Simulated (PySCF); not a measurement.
# `C#Cc1cc(F)cc(F)c1`, C₈H₄F₂

Molfile (atoms numbered from 1):
```
C8H4F2
     RDKit          3D

 14 14  0  0  0  0  0  0  0  0999 V2000
    3.2893   -0.6634   -0.0117 C   0  0  0  0  0  0  0  0  0  0  0  0
    2.1131   -0.4244   -0.0089 C   0  0  0  0  0  0  0  0  0  0  0  0
    0.7254   -0.1448   -0.0051 C   0  0  0  0  0  0  0  0  0  0  0  0
    0.2783    1.1650   -0.1772 C   0  0  0  0  0  0  0  0  0  0  0  0
   -1.0806    1.4105   -0.1682 C   0  0  0  0  0  0  0  0  0  0  0  0
   -1.5141    2.6731   -0.3355 F   0  0  0  0  0  0  0  0  0  0  0  0
   -2.0166    0.4055    0.0063 C   0  0  0  0  0  0  0  0  0  0  0  0
   -1.5397   -0.8834    0.1736 C   0  0  0  0  0  0  0  0  0  0  0  0
   -2.4256   -1.8813    0.3442 F   0  0  0  0  0  0  0  0  0  0  0  0
   -0.1913   -1.1808    0.1719 C   0  0  0  0  0  0  0  0  0  0  0  0
    4.3174   -0.8720   -0.0135 H   0  0  0  0  0  0  0  0  0  0  0  0
    0.9758    1.9757   -0.3153 H   0  0  0  0  0  0  0  0  0  0  0  0
   -3.0727    0.6177    0.0112 H   0  0  0  0  0  0  0  0  0  0  0  0
    0.1405   -2.1978    0.3060 H   0  0  0  0  0  0  0  0  0  0  0  0
  1  2  3  0
  2  3  1  0
  3  4  2  0
  4  5  1  0
  5  6  1  0
  5  7  2  0
  7  8  1  0
  8  9  1  0
  8 10  2  0
 10  3  1  0
  1 11  1  0
  4 12  1  0
  7 13  1  0
 10 14  1  0
M  END
```

Method: GIAO wB97X/pcseg-1 magnetisability, rotational g tensor and spin-rotation constants, non-relativistic, gas phase (PySCF 2.14.0). Geometry: GFN2-xTB.

(1) Give the nuclear spin-rotation constants along the inertial axes (H = +C I·J) beside the isotropic shieldings.

## Answers

(1) Rotational constants 1.7593, 1.1156, 0.6827 GHz. A star marks the isotopologue with that one atom substituted, in its own axes.
```tsv
atom	isotope	Caa (kHz)	Cbb (kHz)	Ccc (kHz)	mean (kHz)	σ (ppm)
F6	19F	2.221	1.183	0.350	1.251	306.3
F9	19F	2.222	1.182	0.349	1.251	306.3
H11	1H	0.058	-0.132	-0.079	-0.051	29.0
H12	1H	-0.093	0.065	-0.075	-0.035	24.6
H13	1H	0.187	-0.121	-0.076	-0.004	24.9
H14	1H	-0.092	0.064	-0.075	-0.035	24.6
C1	13C*	0.180	0.305	0.196	0.227	114.4
C2	13C*	-0.045	0.368	0.236	0.186	118.5
C3	13C*	0.840	0.371	0.065	0.425	63.4
C4	13C*	0.608	0.432	0.075	0.372	77.3
C5	13C*	0.685	0.522	0.151	0.453	24.3
C7	13C*	0.647	0.350	0.076	0.358	88.2
```
For the geometry as given, no vibrational averaging.
